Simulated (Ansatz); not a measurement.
Ti, charge +3, quartet (a state made from the parent by changing its charge; the spin is typed, not shown lowest); PBE/def2-SVP (Ansatz, a first-principles code).

The Ansatz input:
Ansatz 0.2 input:
```yaml
crystal:
  periodic: [false, false, false]
  atoms:
    - {symbol: Ti, position_ang: [0.00000000, 0.00000000, 0.00000000]}
basis:
  gaussian:
    orbitals: def2-SVP
hamiltonian:
  xc: pbe
total_charge: 3
magnetization: {spin_polarized: false, initial_magnetization: 3}
```

Output, abridged:

```
Functional definition: PBE
236 factors; integrals over basis functions are off by at most 9.2e-5 eV
mean field evaluation 1: about -23013.8347 eV, gradient 3.2e1 eV
mean field evaluation 2: about -23013.8317 eV, gradient 3.2e1 eV
mean field evaluation 4: about -23016.1623 eV, gradient 1.5e1 eV
mean field evaluation 8: about -23015.8897 eV, gradient 1.6e1 eV
mean field evaluation 16: about -23020.5204 eV, gradient 2.0e-1 eV
mean field evaluation 32: about -23020.5239 eV, gradient 9.6e-6 eV
mean field evaluation 64: about -23020.5239 eV, gradient 5.3e-4 eV
mean field evaluation 96: about -23019.9419 eV, gradient 7.7e0 eV
mean field evaluation 128: about -23020.5240 eV, gradient 1.1e-2 eV
mean field evaluation 160: about -23020.5239 eV, gradient 8.9e-6 eV
mean field evaluation 192: about -23020.5164 eV, gradient 3.0e-1 eV
mean field evaluation 224: about -23020.5239 eV, gradient 7.1e-4 eV
mean field -23020.52394661 eV, -845.9886511664 hartree, gradient 9.6e-6 eV, S^2 3.750000; 13 other end points of the search recorded, 0 dependent functions left out
reference -23020.52397061 eV, -845.9886520482 hartree; 11, 8 occupied and 20, 23 virtual orbitals, 236 factors
Total energy: -23020.52397061 eV, -845.9886520482 hartree
```
